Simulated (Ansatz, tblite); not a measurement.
Cost and result up the ladder for PPSbSb tetrahedron (Sb₂P₂) (4 atoms). The state is a singlet with charge 0. Geometry: r2SCAN-D4/def2-SVP.

Cartesian coordinates in Å:
```
P -1.047 -0.345 0.927
P 0.481 -1.297 -0.403
Sb -0.644 0.804 -1.315
Sb 1.210 0.838 0.791
```

Ansatz on 4 threads of Intel Xeon on a shared host; xTB runs through tblite on one thread. Times are rough, summed over both states, and most runs start from the orbitals of an earlier one. PBE0-D4/def2-TZVP serves as the yardstick here, not as an exact answer. The other state is a triplet.

In the def2 sets Sb takes a core potential; there is no spin–orbit coupling. The xTB rows come from tblite.

xTB has no spin-polarisation term.

```tsv
level	functions	vertical triplet (eV)	difference from PBE0-D4/def2-TZVP (eV)
GFN2-xTB	36	2.21	-0.72
GFN1-xTB	36	2.87	-0.06
r2SCAN-D4/def2-TZVP	174	2.93	0.01
PBE-D4/def2-TZVP	174	3.00	0.08
PBE0-D4/def2-TZVP	174	2.93	0.00
```

Q: Estimate how long each takes.

A: GFN2-xTB 0.027 s; GFN1-xTB 0.029 s; PBE-D4/def2-TZVP 7.8 s; r2SCAN-D4/def2-TZVP 16 s; PBE0-D4/def2-TZVP 20 s. On shared hardware such times vary by a factor of up to 3.
